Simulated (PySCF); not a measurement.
# Peak assignment

Structure with atom numbers: `[CH3:1][C:2](=[O:3])[O:4][C:5](=[O:6])[CH2:7][SiH2:8][OH:9]`. Hydrogens are named by the atom that carries them.

Relativity neglected, isolated molecule, averaged over atoms made equivalent by symmetry, fast rotation or ring inversion, a single conformation. Coordinates at the GFN2-xTB level; GIAO PBE0/pcSseg-1 shieldings; PySCF.

Referencing at the same level of theory: 13C (σ = 186.93 ppm) and 1H (σ = 31.72 ppm) vs TMS.

Problem. Assign these signals to the numbered atoms. 13C{1H} NMR (computed): δ 175.9 (C), 172.0 (C), 29.7 (CH2), 24.2 (CH3).

Solution. 
```tsv
δ (ppm)	atoms	environment	reason
175.9	C5	anhydride carbonyl carbon	it is a carbonyl in resonance with an O or N lone pair, the region of acids, esters and amides
172.0	C2	anhydride carbonyl carbon	–
29.7	C7	sp3 CH2 bonded to Si, α to a carbonyl	the adjacent C=O deshields it moderately
24.2	C1	methyl carbon α to a carbonyl	α to the electron-withdrawing carbonyl group
```

Problem. Assign these signals to the numbered atoms. 1H NMR (400 MHz, computed): δ 5.05 (t, 2H), 3.08 (br s, 1H), 2.17 (s, 3H), 2.15 (t, 2H).

Solution. 
| δ (ppm) | atoms | environment | reason |
| --- | --- | --- | --- |
| 5.05 | H(Si8) | hydrogen on a silicon bonded to C, O | – |
| 3.08 | H(O9) | hydrogen on an oxygen bonded to Si | exchangeable; this is the value without hydrogen bonding to other molecules |
| 2.17 | H(C1) | hydrogen on a methyl carbon α to a carbonyl | α to C=O |
| 2.15 | H(C7) | hydrogen on an sp3 CH2 bonded to Si, α to a carbonyl | α to C=O |

H(C1) and H(C7) lie closer than the usual error of such a calculation, so a measured spectrum could show them in the other order.

The OH or NH signal is concentration- and solvent-dependent in practice; the value given is the gas-phase one. Shifts are as computed. Against solution values, carbons near 30 ppm lie about +3 ppm off and those near 130 ppm about +5 ppm. Of 1309 compounds with measured shifts, 239 miss one by over three times the rms of a fit or turn the order of signals round; such compounds aren't used in these exercises. Multiplicities follow the n + 1 count of equivalent neighbours, as no J values were calculated; m marks all less simple cases, F and P coupling included.
